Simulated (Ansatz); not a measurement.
**Two structures, one formula**

Two relaxed structures of CHNTe, singlet (PBE0-D4/def2-TZVP; forces vanish, vibrations not checked).

A:

```
4
angstrom
N 0.7768 -0.0245 1.3434
C 0.2145 -0.3153 0.3418
Te -0.7050 -0.9333 -1.2432
H 1.1680 0.7633 1.8234
```

B:

```
4
angstrom
N 0.9148 -0.2794 1.6947
C 0.3767 -0.3265 0.6754
Te -0.5640 -0.5191 -1.1180
H -0.7275 1.1249 -1.2521
```

Ansatz 0.2.0; basis: def2-TZVPP; cores frozen in the correlated methods. Filled d shells of the heavier atoms are correlated. Core potentials replace the inner electrons of the atoms past krypton. The def2 sets are not built for correlating such inner shells, so the correlated values are less sure here. B3LYP uses VWN-RPA correlation.

Which structure is lower at CCSD(T), and by how much? (To be estimated.)

The calculation gives: A, by 0.4 kJ/mol (electronic energy, against the other); a gap this small isn't resolved in one triple-zeta basis. By their contacts, A is CHNTe ([NH][C][Te]) and B is CHNTe ([N][C][TeH]).

Do the other methods give the same order? (A judgement: the text doesn't fix the answer.)

Computed: Not all: HF, CCSD give the other order.

```json
{"method": "PBE-D4", "E(B) − E(A) (kJ/mol)": "37.2"}
{"method": "r2SCAN-D4", "E(B) − E(A) (kJ/mol)": "35.7"}
{"method": "PBE0-D4", "E(B) − E(A) (kJ/mol)": "28.1"}
{"method": "B3LYP-D4", "E(B) − E(A) (kJ/mol)": "24.3"}
{"method": "wB97M-V", "E(B) − E(A) (kJ/mol)": "6.5"}
{"method": "HF", "E(B) − E(A) (kJ/mol)": "-12.2"}
{"method": "MP2", "E(B) − E(A) (kJ/mol)": "13.5"}
{"method": "CCSD", "E(B) − E(A) (kJ/mol)": "-8.5"}
{"method": "CCSD(T)", "E(B) − E(A) (kJ/mol)": "0.4"}
```

No T1 diagnostic of these runs exceeds 0.019.

Labels in which every atom is bracketed show which atoms are joined, not bond orders.

For scale, one of the runs: CCSD(T)/def2-TZVPP, 126 basis functions, launched by `ansatz run in.yaml --threads 2 --pin off --events-out ev --progress --plain --max-ram 4352MiB`. The run took 13 s on 2 CPU threads of an Arm Neoverse V2 (shared host), with 0.7 GiB of host memory at its peak.
